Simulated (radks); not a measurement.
Question: Yb3+, configuration [Kr] 4d10 4f13.5 5s1.5 5p6 (fractional occupations, a model configuration). Calculated with a radial shooting solver on a logarithmic mesh with Libxc functionals: Dirac Kohn-Sham, PBE, spin-unpolarised, spherical densities, point nucleus; open shells are shared between the two j in proportion to 2j + 1. Some entries of the table are withheld. Estimate them.

orbital,occ.,eigenvalue (hartree),<1/r> (bohr^-1),<r^2> (bohr^2)
1s1/2,2,-2249.096,80.67,0.0005298
2s1/2,2,-381.7964,19.47,0.008150
2p1/2,2,-364.1770,(1),0.005860
2p3/2,4,-325.6956,(2),0.007072
3s1/2,2,-86.96562,7.137,0.05358
3p1/2,2,-79.20030,7.051,0.04945
3p3/2,4,-71.03228,6.345,0.05620
3d3/2,4,-57.83566,6.233,0.04401
3d5/2,6,-56.05131,6.063,0.04587
4s1/2,2,-18.05833,2.986,0.2689
4p1/2,2,-14.91737,2.875,0.2799
4p3/2,4,-13.06849,2.630,0.3173
4d3/2,4,-7.90740,2.407,0.3554
4d5/2,6,-7.57063,2.347,0.3702
5s1/2,1.5,-3.13413,1.122,1.593
5p1/2,2,-2.26358,0.9948,1.991
5p3/2,4,-2.02134,0.9126,2.303
4f5/2,5.78571,-1.29856,(3),0.7115
4f7/2,7.71429,-1.24824,(4),0.7429
5d3/2,0,-0.93257,0.6267,4.777
5d5/2,0,-0.91193,0.6117,4.984
6s1/2,0,-0.89069,0.4417,9.323

Answer: 
(1) 2p1/2 <1/r> (bohr^-1): 19.44
(2) 2p3/2 <1/r> (bohr^-1): 16.69
(3) 4f5/2 <1/r> (bohr^-1): 1.790
(4) 4f7/2 <1/r> (bohr^-1): 1.760
